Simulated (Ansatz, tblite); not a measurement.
Removing and adding an electron: the cluster Cs3Cl3 (the lowest singlet isomer of a short search). The state is a singlet with charge 0. Geometry: PBE0-D4/def2-SVP. Ansatz, gas phase; energy differences of separate SCF runs; the oxidised species was run as a doublet alone; the reduced species was run as a doublet alone.

```xyz
6

Cs    2.519    0.191    2.261
Cs   -1.506   -1.642    0.404
Cs    0.104    1.536   -1.661
Cl    1.741   -1.202   -0.467
Cl   -0.380    1.308    1.687
Cl   -2.478   -0.191   -2.225
```

In the def2 sets Cs takes a core potential; there is no spin–orbit coupling. The xTB rows come from tblite. Correlated methods freeze 15 core orbitals; core or outer-core shells of Cs are correlated, in sets that lack core-valence functions. The rows differ in basis, and correlated rows in double-zeta sets carry the largest basis error. HOMO above LUMO, or a gap near zero within one spin, warns that the state may not be the lowest or that an electron is smeared out. The structure comes from a short search, and lower isomers may exist.

Task: Estimate orbital energies and vertical ionisation energies and electron affinities at: GFN1-xTB; GFN2-xTB; HF/def2-SVP; PBE-D4/def2-TZVP; PBE-D4/def2-TZVPD; r2SCAN-D4/def2-TZVP; r2SCAN-D4/def2-TZVPD; PBE0-D4/def2-TZVP; PBE0-D4/def2-TZVPD; MP2/def2-SVP; CCSD/def2-SVP; CCSD(T)/def2-SVP.

Result: 
```tsv
level	−HOMO (eV)	vertical IE (eV)	−LUMO (eV)	vertical EA (eV)	HOMO–LUMO gap (eV)	IE − EA (eV)	remarks
GFN1-xTB	11.41	13.00	9.49	7.72	1.92	5.28	–
GFN2-xTB	9.36	12.01	7.53	4.73	1.82	7.27	–
HF/def2-SVP	–	7.16	–	–	–	–	–
PBE-D4/def2-TZVP	4.81	7.47	1.46	–	3.35	–	gap within one spin near zero (+1 doublet)
PBE-D4/def2-TZVPD	4.85	–	1.44	0.46	3.40	–	HOMO above zero (-1 doublet)
r2SCAN-D4/def2-TZVP	5.06	7.68	0.84	–	4.22	–	gap within one spin near zero (+1 doublet)
r2SCAN-D4/def2-TZVPD	5.09	–	0.80	0.32	4.29	–	HOMO above zero (-1 doublet)
PBE0-D4/def2-TZVP	6.08	8.01	1.00	–	5.08	–	–
PBE0-D4/def2-TZVPD	6.11	–	0.98	0.40	5.13	–	HOMO above zero (-1 doublet)
MP2/def2-SVP	–	7.94	–	–	–	–	–
CCSD/def2-SVP	–	7.80	–	–	–	–	–
CCSD(T)/def2-SVP	–	7.82	–	–	–	–	–
```

Relaxing the reduced species (PBE0-D4/def2-SVPD) changes its energy by -0.05 eV at PBE0-D4/def2-TZVPD, so the adiabatic electron affinity to this nearest minimum is 0.45 eV. At PBE-D4/def2-TZVPD it is 0.51 eV. The highest occupied level of the relaxed charge -1 doublet lies above zero (up to 0.30 eV). By energy differences its removal costs 0.45 eV (each at its own geometry, to the charge 0 singlet, at PBE0-D4/def2-TZVPD); the vertical value is larger still, so the positive level points to self-interaction error.     A HOMO above zero means that the electron is unbound at that level or that self-interaction error raises the level; the energy of removing that electron tells which. Raw xTB energy differences between charge states are shifted by several eV; the methods need an empirical correction for them.
